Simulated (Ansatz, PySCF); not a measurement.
C₂H₃BBrF. Atoms are numbered in the order given.

```xyz
8

B      0.7026     0.5350     0.0000
F      2.0157     0.4052     0.0000
Br    -0.3265    -1.0901     0.0000
C      0.0543     1.9372     0.0000
C     -1.2687     2.1540     0.0000
H      0.7305     2.8014     0.0000
H     -1.6939     3.1628     0.0000
H     -1.9779     1.3191     0.0000
```

The structure is a stationary point at PBE0-D3(BJ)/def2-SVP. This is a generated structure with no PubChem entry under its InChIKey; it may be hypothetical. Other conformers were not sampled.

Vertical ionisation energy (IE) and electron affinity (EA) in eV. Rows of orbital energies are one-electron estimates. Where ΔSCF, EOM or ADC give a negative EA the extra electron is unbound and the value depends on the basis.

```
level                                                                             IE          EA
------------------------------------------------------------------------  ----------  ----------
−ε(HOMO), −ε(LUMO), PBE0/def2-TZVP (PySCF)                                      8.40        1.96
−ε(HOMO), −ε(LUMO), PBE/def2-TZVP (PySCF)                                       7.24        2.89
ΔSCF, CAM-B3LYP/def2-SVPD (Ansatz), final states of multiplicity 2 and 2  (withheld)  (withheld)
ΔSCF, PBE/def2-SVPD (Ansatz), final states of multiplicity 2 and 2             10.30        0.17
```

Problem. Complete the blanks. (The exact figures need the calculation; the answer reports its results.)

Solution. 
- ΔSCF, CAM-B3LYP/def2-SVPD (Ansatz, a quantum-chemistry and plane-wave program), final states of multiplicity 2 and 2, IE: 10.69
- ΔSCF, CAM-B3LYP/def2-SVPD (Ansatz), final states of multiplicity 2 and 2, EA: 0.14

Problem. What vertical singlet–triplet gap does ΔSCF give with CAM-B3LYP/def2-SVPD (Ansatz) and with PBE/def2-SVPD (Ansatz)? (An estimate is asked for; the answer gives what the named calculation found.)

Solution. 3.76 and 3.74 eV (triplet above singlet where positive).
